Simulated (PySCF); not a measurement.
PySCF 2.14 output of an unrestricted LDA calculation on a single atom or ion in x2c-QZVPPall (6s4p2d1f, 35 functions), with scalar relativity by spin-free X2C-1e:

```
SCF conv_tol = 1e-09
number electrons alpha = 2  beta = 1
    P. A. M. Dirac.,  Math. Proc. Cambridge Philos. Soc. 26, 376 (1930)
    F. Bloch.,  Z. Phys. 57, 545 (1929)
    S. H. Vosko, L. Wilk, and M. Nusair.,  Can. J. Phys. 58, 1200 (1980)
cycle= 1 E= -7.28563106354796  delta_E= -0.00325  |g|= 0.0228  |ddm|= 0.0918
cycle= 2 E= -7.28571316786675  delta_E= -8.21e-05  |g|= 0.00525  |ddm|= 0.0187
cycle= 3 E= -7.2857183988291  delta_E= -5.23e-06  |g|= 0.00011  |ddm|= 0.0037
cycle= 4 E= -7.28571840970158  delta_E= -1.09e-08  |g|= 1.08e-05  |ddm|= 0.000283
cycle= 5 E= -7.28571840988021  delta_E= -1.79e-10  |g|= 2.57e-07  |ddm|= 7.23e-05
converged SCF energy = -7.28571840988021  <S^2> = 0.75001035  2S+1 = 2.0000104
```

The run itself started from symmetry-adapted Hartree-Fock orbitals and held the occupation by maximum overlap, on a logarithmic radial grid, so the iterations belong to that start.

Question: Which element, charge and spin multiplicity is this?

Answer: Li (lithium, neutral), multiplicity 2; the state was [He] 2p1, 2P determinant (an excited configuration).
